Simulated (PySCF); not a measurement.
C6H6F2O2.
Atom-mapped SMILES: `[O:1]=[C:2]1[CH:3]=[CH:4][CH2:5][C@@H:6]1[O:7][CH:8]([F:9])[F:10]` (hydrogens: H11 on C3; H12 on C4; H13, H14 on C5; H15 on C6; H16 on C8)

The closed-shell SCF was solved with PySCF and density fitting under several settings on one GFN2-xTB geometry (grid level 2 and gas phase unless stated).

| settings | basis functions | SCF cycles | E (Eh) | HOMO (eV) | LUMO (eV) | dipole (D) |
| --- | --- | --- | --- | --- | --- | --- |
| BLYP/def2-SVPD, fitting basis def2-qzvpp-jkfit, level shift 0.3 Eh | 260 | 16 | -581.8239 | -5.90 | -2.98 | 4.91 |
| HCTH407/6-31++G** | 216 | 17 | -582.2639 | -6.12 | -3.17 | 4.83 |
| PBE0/6-31G*, grid level 1, level shift 0.1 Eh | 152 | 12 | -581.7315 | -7.12 | -1.70 | 4.57 |

Task: Estimate the row for these settings: PBE/pcSseg-0, grid level 4, damping 0.2 at the start, DIIS from the seventh cycle.

Result: 
```tsv
settings	basis functions	SCF cycles	E (Eh)	HOMO (eV)	LUMO (eV)	dipole (D)
PBE/pcSseg-0, grid level 4, damping 0.2 at the start, DIIS from the seventh cycle	102	29	-580.4002	-5.86	-3.09	4.70
```

Task: Over all rows, what range does the HOMO–LUMO gap span?

Result: From 2.77 eV (PBE/pcSseg-0, grid level 4, damping 0.2 at the start, DIIS from the seventh cycle) to 5.42 eV (PBE0/6-31G*, grid level 1, level shift 0.1 Eh). The functional of the narrowest has no exact exchange, that of the widest 25 % exact exchange.

Task: And the dipole moment?

Result: From 4.57 D (PBE0/6-31G*, grid level 1, level shift 0.1 Eh) to 4.91 D (BLYP/def2-SVPD, fitting basis def2-qzvpp-jkfit, level shift 0.3 Eh); the largest is 1.07 times the smallest, and the median is 4.77 D.

Whole jobs, the steps after the SCF included, on Arm Neoverse V1, one thread (shared host):

```
                                                                         settings                                                 work after the SCF  wall time  peak memory
               BLYP/def2-SVPD, fitting basis def2-qzvpp-jkfit, level shift 0.3 Eh  3 singlets by full TDDFT, 2 Tamm–Dancoff triplets, polarisability       77 s     0.74 GiB
                                                                HCTH407/6-31++G**                                 shieldings, ring-centre shieldings       58 s     0.88 GiB
                                    PBE0/6-31G*, grid level 1, level shift 0.1 Eh    shieldings, ring-centre shieldings, charges and field gradients       16 s     0.86 GiB
PBE/pcSseg-0, grid level 4, damping 0.2 at the start, DIIS from the seventh cycle         6 singlets by TDA, 2 Tamm–Dancoff triplets, polarisability       60 s     0.59 GiB
```

Cycle counts include a coarse-grid stage where the run had one. All basis functions are spherical, in the Pople sets too.

The values belong to the conformer `[O:1]=[C:2]1[CH:3]=[CH:4][CH2:5][C@@H:6]1[O:7][CH:8]([F:9])[F:10]`: C5–C6–O7–C8 171°, C6–O7–C8–F9 173°.
